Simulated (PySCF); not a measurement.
**O⁺: ionisation energy**

O⁺ [He] 2s2 2p3 (4S) → O²⁺ [He] 2s2 2p2 (3P), as a difference of total energies. All numbers are calculated (PySCF 2.14, scalar relativity by spin-free X2C-1e, in aug-cc-pVDZ-DK (4s3p2d, 23 functions)). Correlated levels: valence: 1s2 frozen. The calculations carry no spin-orbit coupling.

```tsv
method	ionisation energy (eV)
UHF	34.549
MP2 (valence)	34.982
SCS-MP2 (valence)	34.784
CCSD (valence)	34.800
CCSD(T) (valence)	34.804
CCSDT (valence)	34.803
```

Q: How much does correlation contribute at CCSD(T) (valence)?

A: 34.804 − (34.549) = 0.255 eV, measured against UHF.

A first-order spin-orbit estimate (lowest level to lowest level, LS coupling) adds -0.025 eV.

Errors of the correlated levels include the incompleteness of this basis and the frozen core.

For comparison: 35.121 eV (measured; NIST Atomic Spectra Database, ionization energies).
